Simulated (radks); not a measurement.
Results of a calculation; reference values are marked as such.
Isoelectronic series with 2 electrons, all held in the configuration [He], which need not be the ground one along the series. Code: a radial shooting solver on a logarithmic mesh with Libxc functionals. Model: scalar-relativistic Kohn-Sham, LDA (Slater exchange, Perdew-Wang correlation), spin-polarised, spherical densities, finite nucleus; Fermi nuclear charge, rms radius of each element as measured or else 0.836 A^(1/3) + 0.57 fm. Total energies (hartree) and orbital eigenvalues (eV):

ion    E (hartree)         1s
He        -2.83459   -15.5179
Be2+     -13.44656  -130.8039
C4+      -32.05312  -354.8013
O6+      -58.67502  -687.8010
Ne8+     -93.33237  -1130.070
Mg10+   -136.04900  -1681.921
Si12+   -186.85349  -2343.731
S14+    -245.77953  -3115.943
Ar16+   -312.86616  -3999.076
Ca18+   -388.15806  -4993.722
Ti20+   -471.70551  -6100.550
Cr22+   -563.56487  -7320.311
Fe24+   -663.79841  -8653.838
Ni26+   -772.47504  -10102.05
